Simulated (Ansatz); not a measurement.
`[O]=[Mo](=[O])([OH])[F]`, relaxed with RKS PBE0-D4/def2-TZVP in Ansatz 0.2.0 from a PBE-D4/def2-SVP geometry. The force threshold is 0.005 eV/Å; the program also tests the step.

Charge 0, multiplicity 1. Mo: def2 effective core potential.

Start:

```xyz
6

O    -1.615   -0.171   -1.086
Mo   -0.335    0.274   -0.071
O    -0.885    0.177    1.528
O     1.077   -0.935   -0.328
F     0.197    2.015   -0.449
H     1.561   -1.360    0.406
```

```csv
step,energy (eV),largest force (eV/Å),largest move (Å)
1,-10729.6357,1.140,0.000
2,-10729.6861,0.210,0.026
3,-10729.6868,0.026,0.004
4,-10729.6869,0.022,0.004
5,-10729.6870,0.018,0.007
6,-10729.6870,0.002,0.003
```

End:

```xyz
6

O    -1.599   -0.168   -1.072
Mo   -0.339    0.268   -0.067
O    -0.885    0.181    1.509
O     1.067   -0.923   -0.318
F     0.201    1.990   -0.444
H     1.556   -1.348    0.392
```

Hardware: 4 threads of an Arm Neoverse N1 on a shared host. Wall time 26 s, peak host memory 0.36 GiB.
